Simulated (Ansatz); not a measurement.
Born–Oppenheimer molecular dynamics of a periodic cell of 36 atoms, H₆C₂O (contents 4 H2CO + 4 CH4, density as packed 0.77 g/cm³ with natural masses). It goes on from the last frame of an earlier run, with new velocities.

Computed with Ansatz, DFT PBE-D3(BJ), scalar-relativistic, plane waves, PAW. Settings: accuracy low, cutoff 420 eV, k mesh 1x1x1, fermi-dirac smearing 0.02 eV, no spin polarisation.

```yaml
ensemble: NVE (velocity Verlet)
time_step: 0.5 fs
steps_asked: 400
starting_velocities_drawn_for: 700 K
masses: H 2.014 u
seed: 358821
```

Frames 10 fs apart, positions in Å.

Velocities at 95.0 fs (Å/ps):

```
O 5.89 -1.26 -3.74
C 16.46 0.96 1.33
H 2.08 -15.72 -1.59
H 11.42 8.84 -17.58
O -1.29 0.67 2.87
C -3.74 6.94 3.12
H -5.90 29.97 10.67
H -35.02 -3.08 10.31
O -9.03 5.38 -2.94
C -1.09 -2.00 -1.93
H 5.79 -7.96 1.24
H -14.36 -8.03 3.21
O 9.02 -11.70 -0.37
C -17.51 3.55 -2.57
H 7.95 16.50 -0.15
H -16.94 -3.63 6.47
C 10.49 -4.26 -4.83
H 3.05 -6.79 4.12
H 25.86 -15.33 37.13
H 3.81 -19.21 16.72
H -28.16 6.77 0.59
C -18.64 8.50 -3.16
H 7.31 -12.19 6.16
H 7.40 1.56 -24.97
H -13.07 4.36 13.51
H -8.62 -2.70 -3.35
C 10.55 4.24 2.17
H -8.62 -1.33 -5.28
H 7.33 -3.20 -9.36
H -2.87 -10.15 4.42
H -6.43 -9.75 -11.68
C 7.59 3.14 13.65
H 2.25 -31.54 -7.64
H -18.82 2.31 4.02
H 12.42 0.42 -4.84
H 1.15 9.10 -45.28
```

```xyz
36
Lattice="7.3484 0.0000 0.0000 0.0000 7.3484 0.0000 0.0000 0.0000 7.3484" Properties=species:S:1:pos:R:3 time_fs=95.0 energy_less_start_eV=0.366 T=620
O 7.673 2.013 5.573
C 7.646 1.718 4.418
H 6.787 2.127 3.642
H 8.293 0.861 4.143
O 4.172 3.229 2.431
C 3.787 2.327 3.112
H 3.164 2.372 4.081
H 4.147 1.280 2.859
O 6.909 6.045 -0.452
C 6.074 5.501 0.141
H 6.274 4.450 0.318
H 5.137 5.955 0.589
O 5.891 0.051 2.425
C 6.400 0.479 1.450
H 5.940 0.594 0.375
H 7.466 0.786 1.339
C 3.615 5.264 4.720
H 4.633 4.847 4.915
H 3.604 6.286 5.086
H 2.722 4.847 5.032
H 3.719 5.207 3.594
C 3.813 1.141 5.980
H 4.191 0.178 6.463
H 4.540 1.879 6.260
H 2.797 1.382 6.133
H 3.999 0.875 4.930
C 1.475 3.207 1.115
H 2.097 2.408 1.120
H 0.797 3.311 1.940
H 0.834 3.234 0.117
H 2.216 4.078 1.204
C 0.189 4.954 3.576
H 0.124 6.056 3.329
H -0.594 4.250 3.133
H -0.004 4.647 4.631
H 1.135 4.552 3.223
36
Lattice="7.3484 0.0000 0.0000 0.0000 7.3484 0.0000 0.0000 0.0000 7.3484" Properties=species:S:1:pos:R:3 time_fs=105.0 energy_less_start_eV=0.081 T=682
O 7.734 2.024 5.569
C 7.760 1.687 4.386
H 7.000 1.966 3.740
H 8.493 0.988 3.865
O 4.175 3.253 2.446
C 3.732 2.367 3.173
H 3.155 2.737 4.005
H 3.771 1.265 2.974
O 6.848 6.141 -0.509
C 6.026 5.412 0.154
H 6.191 4.331 0.380
H 5.093 5.828 0.539
O 5.942 -0.069 2.437
C 6.307 0.536 1.390
H 5.761 0.762 0.437
H 7.378 0.818 1.452
C 3.715 5.226 4.690
H 4.600 4.648 5.014
H 3.818 6.118 5.293
H 2.920 4.612 5.183
H 3.404 5.390 3.630
C 3.714 1.160 5.958
H 4.029 0.354 6.505
H 4.461 1.960 6.068
H 2.671 1.438 6.294
H 3.812 0.876 4.916
C 1.540 3.240 1.087
H 2.081 2.218 1.093
H 0.841 3.211 1.952
H 0.931 3.177 0.230
H 2.213 4.150 1.038
C 0.241 4.892 3.643
H 0.030 5.975 3.322
H -0.622 4.527 3.178
H 0.272 4.770 4.775
H 1.070 4.669 3.019
36
Lattice="7.3484 0.0000 0.0000 0.0000 7.3484 0.0000 0.0000 0.0000 7.3484" Properties=species:S:1:pos:R:3 time_fs=115.0 energy_less_start_eV=-0.276 T=761
O 7.821 2.013 5.526
C 7.852 1.638 4.390
H 7.000 1.946 3.673
H 8.771 1.226 3.881
O 4.218 3.223 2.449
C 3.637 2.491 3.195
H 3.076 2.924 4.065
H 3.533 1.390 3.047
O 6.713 6.150 -0.493
C 6.055 5.385 0.078
H 6.202 4.296 0.335
H 5.052 5.713 0.476
O 5.951 -0.135 2.357
C 6.274 0.558 1.455
H 5.504 0.856 0.753
H 7.300 1.021 1.326
C 3.781 5.152 4.752
H 4.654 4.495 4.659
H 3.925 6.065 5.353
H 3.025 4.471 5.315
H 3.407 5.510 3.826
C 3.647 1.189 5.943
H 3.922 0.385 6.712
H 4.266 2.124 6.010
H 2.649 1.553 6.323
H 3.455 0.794 4.937
C 1.575 3.213 1.031
H 2.176 2.237 1.046
H 0.990 3.206 1.952
H 0.960 3.199 0.161
H 2.180 4.035 0.982
C 0.248 4.924 3.674
H 0.067 5.942 3.630
H -0.742 4.493 3.316
H 0.601 4.874 4.669
H 1.165 4.638 3.075
36
Lattice="7.3484 0.0000 0.0000 0.0000 7.3484 0.0000 0.0000 0.0000 7.3484" Properties=species:S:1:pos:R:3 time_fs=125.0 energy_less_start_eV=0.487 T=593
O 7.908 1.981 5.508
C 7.947 1.674 4.343
H 6.985 1.704 3.625
H 8.929 1.327 4.016
O 4.297 3.182 2.435
C 3.509 2.632 3.206
H 3.000 3.013 4.145
H 3.387 1.523 3.061
O 6.659 6.179 -0.517
C 5.948 5.302 0.060
H 6.457 4.309 0.120
H 4.935 5.557 0.484
O 5.961 -0.231 2.332
C 6.224 0.651 1.483
H 5.279 1.099 0.894
H 7.188 1.119 1.171
C 3.842 5.052 4.868
H 4.683 4.645 4.274
H 4.181 5.892 5.472
H 3.068 4.540 5.329
H 3.400 5.487 3.936
C 3.511 1.248 5.991
H 3.971 0.508 6.724
H 4.211 2.044 5.870
H 2.603 1.619 6.293
H 3.302 0.676 5.088
C 1.606 3.130 0.968
H 2.276 2.362 0.897
H 1.058 3.249 1.898
H 0.847 3.191 0.029
H 2.321 4.031 0.985
C 0.276 5.011 3.714
H 0.158 6.115 3.740
H -0.584 4.274 3.695
H 0.667 4.657 4.709
H 1.073 4.676 3.030
36
Lattice="7.3484 0.0000 0.0000 0.0000 7.3484 0.0000 0.0000 0.0000 7.3484" Properties=species:S:1:pos:R:3 time_fs=135.0 energy_less_start_eV=-0.142 T=731
O 7.949 1.966 5.501
C 8.034 1.689 4.318
H 7.225 1.521 3.719
H 8.978 1.317 3.817
O 4.338 3.153 2.474
C 3.472 2.697 3.162
H 3.000 3.290 3.927
H 3.135 1.652 3.058
O 6.545 6.170 -0.500
C 5.950 5.285 -0.027
H 6.396 4.275 -0.006
H 4.975 5.287 0.467
O 6.016 -0.243 2.260
C 6.051 0.701 1.524
H 5.314 1.304 1.065
H 7.067 1.000 1.237
C 3.911 5.058 4.891
H 4.718 4.483 4.325
H 4.460 5.686 5.597
H 3.243 4.363 5.449
H 3.207 5.643 4.223
C 3.411 1.271 6.042
H 3.903 0.688 6.747
H 4.196 1.958 5.656
H 2.445 1.712 6.419
H 3.299 0.581 5.186
C 1.644 3.129 0.882
H 2.274 2.216 0.767
H 1.081 3.077 1.825
H 0.936 3.127 0.089
H 2.291 4.052 0.847
C 0.366 5.011 3.843
H 0.029 6.097 3.746
H -0.529 4.457 3.746
H 0.815 4.640 4.794
H 0.882 4.857 2.936
36
Lattice="7.3484 0.0000 0.0000 0.0000 7.3484 0.0000 0.0000 0.0000 7.3484" Properties=species:S:1:pos:R:3 time_fs=145.0 energy_less_start_eV=0.722 T=541
O 7.979 1.972 5.472
C 8.116 1.623 4.333
H 7.116 1.476 3.659
H 9.059 1.439 3.755
O 4.416 3.134 2.493
C 3.436 2.737 3.108
H 2.862 3.524 3.694
H 2.956 1.718 3.002
O 6.455 6.235 -0.508
C 5.951 5.155 -0.073
H 6.332 4.091 -0.161
H 4.927 5.213 0.488
O 6.001 -0.269 2.219
C 5.995 0.764 1.530
H 5.053 1.394 1.320
H 7.042 1.108 1.162
C 3.966 5.068 4.939
H 4.571 4.438 4.368
H 4.588 5.613 5.632
H 3.578 4.241 5.628
H 3.266 5.752 4.554
C 3.387 1.249 6.048
H 3.844 0.798 6.969
H 4.047 2.038 5.580
H 2.446 1.805 6.384
H 3.094 0.472 5.331
C 1.677 3.130 0.814
H 2.247 2.126 0.696
H 1.143 2.953 1.764
H 0.968 3.107 0.040
H 2.228 3.998 0.741
C 0.402 5.011 3.942
H 0.024 5.995 4.055
H -0.606 4.583 3.743
H 1.078 4.869 4.760
H 0.923 4.968 2.925
```

Of the whole run (200 fs, mean temperature of the second half 643 K): The conserved energy stayed within 0.11 meV per atom of its start (net change -0.11 meV per atom), so the integration is sound. A run of 0.2 ps of so small a system gives no equilibrium averages. Limits of this set-up: coarse k mesh, low accuracy level.

Time of the run: 9.5 min on 1 thread of Arm Neoverse V2 (shared host), peak memory 0.42 GiB.
